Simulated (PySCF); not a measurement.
C2H7FSi2, SMILES [SiH3]/C=C\[SiH2]F.

Geometry: PBE0-D3(BJ)/def2-SVP. The structure was generated by enumeration; whether it is a known compound was not checked. Other conformers were not sampled.

The numbers are results of TDDFT-PBE0/def2-SVPD (PySCF), not measurements.

Vertical excitations.  State labels are in the subgroup Cs.

Q: Give excitation energies, oscillator strengths and character. (An estimate is asked for; the answer gives what the named calculation found.)

A: 
| state | symmetry | energy (eV) | λ (nm) | f | main pairs |
|---|---|---|---|---|---|
| S1 | A" | 5.70 | 217 | 0.005 | HOMO−1→LUMO 97 % |
| S2 | A' | 6.30 | 197 | 0.356 | HOMO→LUMO 95 % |
| S3 | A" | 6.73 | 184 | 0.000 | HOMO→LUMO+1 91 % |
| S4 | A" | 6.81 | 182 | 0.006 | HOMO−2→LUMO 88 % |
| S5 | A' | 7.24 | 171 | 0.004 | HOMO−1→LUMO+1 93 % |
| S6 | A' | 7.50 | 165 | 0.067 | HOMO−3→LUMO 93 % |
| S7 | A" | 7.52 | 165 | 0.001 | HOMO→LUMO+2 84 % |
| S8 | A" | 7.55 | 164 | 0.000 | HOMO−5→LUMO 81 % |
| S9 | A' | 7.82 | 159 | 0.029 | HOMO−4→LUMO 89 % |
| S10 | A" | 8.06 | 154 | 0.005 | HOMO→LUMO+4 74 %, HOMO→LUMO+5 21 % |
| T1 | A' | 3.85 | 322 | 0 | HOMO→LUMO 91 % |
| T2 | A" | 5.07 | 244 | 0 | HOMO−1→LUMO 97 % |
| T3 | A" | 6.53 | 190 | 0 | HOMO−2→LUMO 73 %, HOMO−5→LUMO 18 % |
| T4 | A" | 6.56 | 189 | 0 | HOMO→LUMO+1 92 % |
Triplets are in the Tamm–Dancoff approximation, which puts them higher than full response would, so one can lie above its singlet here.
